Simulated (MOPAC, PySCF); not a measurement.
C$_{3}$H$_{9}$ClSi, SMILES `CC(C)[SiH2]Cl` (C–C–Si–Cl torsion 58°), neutral singlet in the gas phase. 

Cartesian coordinates (Å):
```xyz
14

C     -1.2825     0.7076     0.4087
C     -0.0078     0.2965    -0.3362
C     -0.2404    -0.9404    -1.2169
Si     1.4224    -0.0264     0.8343
Cl     1.8233     1.6665     1.9676
H     -1.1296     1.6051     1.0091
H     -2.0924     0.9085    -0.2973
H     -1.6208    -0.0882     1.0774
H      0.3045     1.1272    -0.9792
H     -1.0452    -0.7551    -1.9326
H      0.6507    -1.2153    -1.7851
H     -0.5340    -1.8050    -0.6157
H      1.0942    -1.1219     1.7741
H      2.6576    -0.3592     0.0919
```
Charge 0, spin multiplicity 1.

All levels are single points at this geometry (B3LYP-D3(BJ)/def2-TZVP); Pople sets use spherical d functions. Orbital energies aren't observables, and empty levels follow the basis.

SVWN5/6-31G* in PySCF gives dipole (D) = 2.39.

### Question
Estimate the dipole (D) from each of these levels: B3LYP-D3(BJ)/def2-TZVP in PySCF; PBE-D3(BJ)/def2-TZVP in PySCF; B3LYP/3-21G in PySCF; B3LYP/6-311+G** in PySCF; B3LYP/6-31G* in PySCF; BP86/6-31G* in PySCF; PBE/6-31G* in PySCF; HF/3-21G in PySCF; HF/6-31G* in PySCF; AM1 in MOPAC; PM3 in MOPAC; PM6 in MOPAC.

### Answer

```
level                            dipole (D)
-------------------------------  ----------
B3LYP-D3(BJ)/def2-TZVP in PySCF        1.97
PBE-D3(BJ)/def2-TZVP in PySCF          1.95
B3LYP/3-21G in PySCF                   2.98
B3LYP/6-311+G** in PySCF               2.27
B3LYP/6-31G* in PySCF                  2.36
BP86/6-31G* in PySCF                   2.35
PBE/6-31G* in PySCF                    2.35
HF/3-21G in PySCF                      3.37
HF/6-31G* in PySCF                     2.51
AM1 in MOPAC                           2.04
PM3 in MOPAC                           2.47
PM6 in MOPAC                           2.07
```
